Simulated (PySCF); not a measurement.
# As(2+) (arsenic, charge +2) across methods

[Ar] 3d10 4s1 4p1 4d1, one real determinant (an excited configuration). All numbers are calculated (PySCF 2.14, no relativity, point nucleus, in dyall-av2z (16s12p8d, 92 functions)).

| method | E (hartree) | mean ε 4s α (eV) | mean ε 4p α (eV) | mean ε 4d α (eV) | Σ⟨r²⟩ (bohr²) | ⟨S²⟩ |
| --- | --- | --- | --- | --- | --- | --- |
| r2SCAN | -2233.986 | -37.476 | -26.804 | -13.058 | 28.95 | 3.751 |
| LDA | -2230.706 | -37.250 | -26.417 | -12.993 | 28.92 | 3.750 |
| revPBE | -2233.850 | -36.850 | -26.311 | -13.127 | 28.92 | 3.750 |
| r2SCAN0 | -2233.973 | -38.941 | -28.072 | -13.560 | 29.11 | 3.751 |
| M06-2X | -2234.047 | -39.572 | -28.870 | -14.177 | 29.11 | 3.750 |
| PBE | -2233.676 | -36.945 | -26.340 | -13.098 | 28.94 | 3.750 |
| PBE0 | -2233.735 | -38.537 | -27.737 | -13.619 | 29.10 | 3.750 |
| HSE06 | -2233.722 | -38.157 | -27.309 | -13.234 | 29.14 | 3.750 |

Q: Estimate the same row for UHF.

A: E (hartree) = -2232.45446; mean ε 4s α (eV) = -42.695; mean ε 4p α (eV) = -31.447; mean ε 4d α (eV) = -14.717; Σ⟨r²⟩ (bohr²) = 29.95; ⟨S²⟩ = 3.751.

⟨L²⟩ = 8.00 against 12 for a pure F term, so this real determinant mixes terms. The outer electron is Rydberg-like, and this basis confines it to a smaller radius and binds it less than a complete one would.
